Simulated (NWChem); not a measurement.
System: TaNHF$_{3}$; SMILES [NH]=[Ta]([F])([F])[F]

Here is an NWChem input.

```
start job
memory heap 200 mb stack 900 mb global 1100 mb
geometry units angstroms noautoz
  Ta    -0.000126     0.000065     0.019649
  N      0.001915    -0.008364    -1.750194
  H      0.003083    -0.013313    -2.770698
  F      1.272587     1.289108     0.574079
  F     -1.751471     0.462236     0.574596
  F      0.476503    -1.743222     0.587576
end
basis spherical
  * library def2-svp
end
ecp
  Ta library def2-ecp
end
dft
  xc becke97-2
  iterations 150
  mulliken
end
task dft energy
```

Output (shortened):

```
             Northwest Computational Chemistry Package (NWChem) 7.3.0
             --------------------------------------------------------

 C3  symmetry detected

                             Geometry "geometry" -> ""
                             -------------------------

 Output coordinates in angstroms (scale by  1.889725989 to convert to a.u.)

  No.       Tag          Charge          X              Y              Z
 ---- ---------------- ---------- -------------- -------------- --------------
    1 Ta                  73.0000     0.00000000     0.00000000     0.00077329
    2 N                    7.0000     0.00000000     0.00000000    -1.76909094
    3 H                    1.0000     0.00000000     0.00000000    -2.78960759
    4 F                    9.0000     0.32422917     1.78074772     0.55988126
    5 F                    9.0000    -1.70428735    -0.60958316     0.55988126
    6 F                    9.0000     1.38005818    -1.17116456     0.55988126

 Effective nuclear repulsion energy (a.u.)     799.5080193593

      Symmetry information
      --------------------

 Group name             C3
 Group number              5
 Group order               3
 No. of unique centers     4

                                 NWChem DFT Module
                                 -----------------

 Summary of "ao basis" -> "ao basis" (spherical)
 ------------------------------------------------------------------------------
       Tag                 Description            Shells   Functions and Types
 ---------------- ------------------------------  ------  ---------------------
 Ta                         def2-svp                12       32   6s3p2d1f
 N                          def2-svp                 6       14   3s2p1d
 H                          def2-svp                 3        5   2s1p
 F                          def2-svp                 6       14   3s2p1d

      Symmetry analysis of basis
      --------------------------

        a          37
        e+         28
        e-         28

  Rotation of axis

            General Information
            -------------------
          SCF calculation type: DFT
          Wavefunction type:  closed shell.
          No. of atoms     :     6
          No. of electrons :    48
           Alpha electrons :    24
            Beta electrons :    24
          Charge           :     0
          Spin multiplicity:     1
          Use of symmetry is: on ; symmetry adaption is: on
          Maximum number of iterations: 150
          AO basis - number of functions:    93
                     number of shells:    39
          Convergence on energy requested:  1.00D-06
          Convergence on density requested:  1.00D-05
          Convergence on gradient requested:  5.00D-04

              XC Information
              --------------
                   Becke 97-2 Method XC Functional
                     Hartree-Fock (Exact) Exchange  0.210
                 Becke 1997-2  Exchange Functional  1.000
                Becke 1997-2 Correlation Potential  1.000

             Grid Information
             ----------------
          Grid used for XC integration:  medium
          Radial quadrature: Mura-Knowles
          Angular quadrature: Lebedev.
          Tag              B.-S. Rad. Rad. Pts. Rad. Cut. Ang. Pts.
          ---              ---------- --------- --------- ---------
          Ta                  1.45      123           9.0       590
          N                   0.65       49           8.0       434
          H                   0.35       45          11.0       434
          F                   0.50       49          10.0       434
          Grid pruning is: on
          Number of quadrature shells:   266
          Spatial weights used:  Erf1

      Superposition of Atomic Density Guess
      -------------------------------------

 Sum of atomic energies:        -414.53964959

      Non-variational initial energy
      ------------------------------

 Total energy =    -408.842609
 1-e energy   =   -1003.317803
 2-e energy   =     384.447535
 HOMO         =      -0.377821
 LUMO         =      -0.028995

      Symmetry analysis of molecular orbitals - initial
      -------------------------------------------------

  Numbering of irreducible representations:

     1 a           2 e+          3 e-

  Orbital symmetries:

     1 a           2 e+          3 e+          4 a           5 a
     6 a           7 e+          8 e+          9 a          10 e+
    11 e+         12 a          13 a          14 e+         15 e+
    16 e+         17 e+         18 a          19 a          20 e+
    21 e+         22 a          23 e+         24 e+         25 a
    26 e+         27 e+         28 a          29 e+         30 e+
    31 a          32 e+         33 e+         34 a

     ---------------------------------------------
      Total Density - Mulliken Population Analysis
     ---------------------------------------------

    Atom       Charge   Shell Charges
 -----------   ------   -------------------------------------------------------
    1 Ta  13    10.04   0.03 -0.32  1.77  0.54  0.24  0.04  5.49  0.58  0.11  1.18  0.22  0.15
    2 N    7     8.20   1.99  1.09  0.57  2.74  1.80  0.01
    3 H    1     0.78   0.60  0.13  0.04
    4 F    9     9.66   1.99  1.15  0.80  3.55  2.16  0.00
    5 F    9     9.66   1.99  1.15  0.80  3.55  2.16  0.00
    6 F    9     9.66   1.99  1.15  0.80  3.55  2.16  0.00

[...]
```

Level: B97-2/def2-SVP with def2 effective core potentials on Ta. Coordinates come from a PBE-D3(BJ)/def2-SVP optimisation. def2 effective core potentials on Ta; no spin-orbit coupling.
